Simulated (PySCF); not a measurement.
Mg(iPr)2, SMILES C[CH](C)[Mg][CH](C)C, GFN2-xTB optimised geometry.

```
21

Mg    -0.44    -0.45     0.00
C     -1.36     1.49     0.00
C     -2.80     1.54     0.50
C     -1.28     2.01    -1.43
H     -0.75     2.15     0.63
H     -3.19     2.57     0.46
H     -3.45     0.92    -0.11
H     -2.86     1.20     1.54
H     -0.25     1.95    -1.79
H     -1.60     3.05    -1.50
H     -1.91     1.42    -2.10
C      1.70    -0.45     0.00
C      2.36    -1.62    -0.72
C      2.16    -0.39     1.45
H      2.02     0.49    -0.49
H      3.45    -1.54    -0.69
H      2.09    -2.57    -0.25
H      2.06    -1.65    -1.77
H      1.68     0.45     1.97
H      3.25    -0.25     1.52
H      1.91    -1.31     1.98
```

Density from B3LYP/def2-SVP in PySCF 2.14.0 at that geometry.

Minimum of the electron density along straight lines between bonded atoms, close to the bond critical point (lines longer than 1.1 times the sum of covalent radii, or with two minima, are not listed):

```
bond     length / Å  ρ at the minimum / e bohr⁻³  ∇²ρ there / e bohr⁻⁵  position (fraction from the first atom)
-------  ----------  ---------------------------  --------------------  ---------------------------------------
Mg1–C2        2.141                        0.049                  0.22                                     0.41
C2–C3         1.524                        0.243                 -0.54                                     0.49
C2–C4         1.524                        0.242                 -0.54                                     0.49
C2–H5         1.103                        0.264                 -0.88                                     0.61
C3–H6         1.097                        0.271                 -0.96                                     0.62
C3–H7         1.092                        0.274                 -0.98                                     0.62
C3–H8         1.092                        0.274                 -0.98                                     0.62
C4–H9         1.095                        0.273                 -0.97                                     0.62
C4–H10        1.095                        0.272                 -0.97                                     0.62
C4–H11        1.093                        0.273                 -0.97                                     0.62
Mg1–C12       2.142                        0.049                  0.22                                     0.41
C12–C13       1.524                        0.243                 -0.54                                     0.49
C12–C14       1.525                        0.242                 -0.54                                     0.49
C12–H15       1.103                        0.264                 -0.88                                     0.61
C13–H16       1.097                        0.271                 -0.96                                     0.62
C13–H17       1.092                        0.274                 -0.98                                     0.62
C13–H18       1.092                        0.274                 -0.98                                     0.62
C14–H19       1.095                        0.272                 -0.97                                     0.62
C14–H20       1.096                        0.272                 -0.97                                     0.62
C14–H21       1.093                        0.273                 -0.97                                     0.62
```
